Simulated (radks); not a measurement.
Results of a calculation; reference values are marked as such.
Rb2+, configuration [Ar] 3d10 4s2 4p5.

Level of theory: Dirac Kohn-Sham, PBE, spin-unpolarised, spherical densities, point nucleus; open shells are shared between the two j in proportion to 2j + 1 (a radial shooting solver on a logarithmic mesh with Libxc functionals).

Energy parts (hartree):
| part | energy |
|---|---|
| total | -2980.28519 |
| kinetic | 3065.25936 |
| electron-nucleus | -7171.14394 |
| Hartree | 1225.84359 |
| exchange-correlation | -100.24421 |

Orbitals (lengths in bohr, moments of r in powers of bohr; <r^-3> diverges for s and p1/2; r(90%) holds 90 % of the orbital's charge):
| orbital | occ. | eigenvalue (hartree) | <r^2> | <r^4> | <r^-3> | r(90%) |
|---|---|---|---|---|---|---|
| 1s1/2 | 2 | -553.0178 | 0.002187 | 0.00001234 | - | 0.0721 |
| 2s1/2 | 2 | -74.50249 | 0.03723 | 0.002398 | - | 0.275 |
| 2p1/2 | 2 | -67.64103 | 0.02846 | 0.001632 | - | 0.249 |
| 2p3/2 | 4 | -65.40709 | 0.02987 | 0.001781 | 1566 | 0.255 |
| 3s1/2 | 2 | -11.68067 | 0.2992 | 0.1411 | - | 0.758 |
| 3p1/2 | 2 | -9.22232 | 0.3059 | 0.1566 | - | 0.779 |
| 3p3/2 | 4 | -8.88658 | 0.3183 | 0.1695 | 237.8 | 0.794 |
| 3d3/2 | 4 | -4.58627 | 0.3344 | 0.2323 | 31.77 | 0.851 |
| 3d5/2 | 6 | -4.52922 | 0.3391 | 0.2387 | 30.61 | 0.857 |
| 4s1/2 | 2 | -1.85050 | 2.297 | 8.118 | - | 2.09 |
| 4p1/2 | 1.66667 | -1.26404 | 2.998 | 14.47 | - | 2.41 |
| 4p3/2 | 3.33333 | -1.22801 | 3.114 | 15.60 | 25.62 | 2.46 |
| 4d3/2 | 0 | -0.46973 | 7.754 | 107.0 | 1.467 | 4.00 |
| 4d5/2 | 0 | -0.46719 | 7.835 | 109.1 | 1.416 | 4.02 |
| 5s1/2 | 0 | -0.48149 | 14.71 | 313.5 | - | 5.19 |

The highest occupied level is 4p3/2 at -33.416 eV. Summed over all electrons, <r^2> = 26.08 bohr^2, which gives a Langevin (diamagnetic) susceptibility term of -20.7 x 10^-6 cm^3/mol. The density falls to 0.001 e/bohr^3 at r = 3.41 bohr.
